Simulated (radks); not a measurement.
Q: Yb+, 69 electrons, occupied as [Xe] 4f14 6s1. Calculated with a radial shooting solver on a logarithmic mesh with Libxc functionals: Dirac Kohn-Sham, PBE, spin-unpolarised, spherical densities, finite nucleus; Fermi nuclear charge, rms radius 5.3108 fm.

Spin-orbit splittings of the eigenvalues, e(l+1/2) - e(l-1/2), with zeta = 2 splitting/(2l+1) and mean radii in bohr:

shell  occ.  splitting (eV)  zeta (eV)  <r> j=l-1/2  <r> j=l+1/2
2p        6            1047      698.0      0.06872      0.07622
3p        6               ?          ?       0.2061       0.2201
3d       10           48.56      19.42       0.1935       0.1978
4p        6           50.29      33.53       0.4956       0.5280
4d       10           9.155      3.662       0.5535       0.5650
4f       14           1.317     0.3764       0.7742       0.7973
5p        6           6.093      4.062        1.367        1.484
5d        0          0.2887     0.1155        2.750        2.857
6p        0          0.4556     0.3037        4.479        4.772

Estimate the 3p splitting.

A: 222.2 eV (zeta = 148.2 eV).
